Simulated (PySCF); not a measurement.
F₂HIOSi, SMILES O[Si](F)(F)I.

Geometry: B3LYP-D3(BJ)/def2-SVP. The def2 effective core potentials stand for the cores of I; spin–orbit coupling is left out. Other conformers were not sampled.

All values below come from B3LYP/def2-TZVP in PySCF.

Symmetry labels are those of the subgroup Cs that the program uses (full group Cs).

Task: List the valence orbital energies around the gap with their symmetry. (The exact figures need the calculation; the answer reports its results.)

Result: 
```
orbital  symmetry  energy (eV)
-------  --------  -----------
HOMO−7         A'       -12.93
HOMO−6         A"       -12.41
HOMO−5         A"       -12.02
HOMO−4         A'       -11.08
HOMO−3         A"       -10.26
HOMO−2         A'       -10.21
HOMO−1         A'        -8.02
HOMO           A"        -8.02
LUMO           A'        -1.04
LUMO+1         A'         0.31
LUMO+2         A"         0.98
LUMO+3         A'         1.18
```
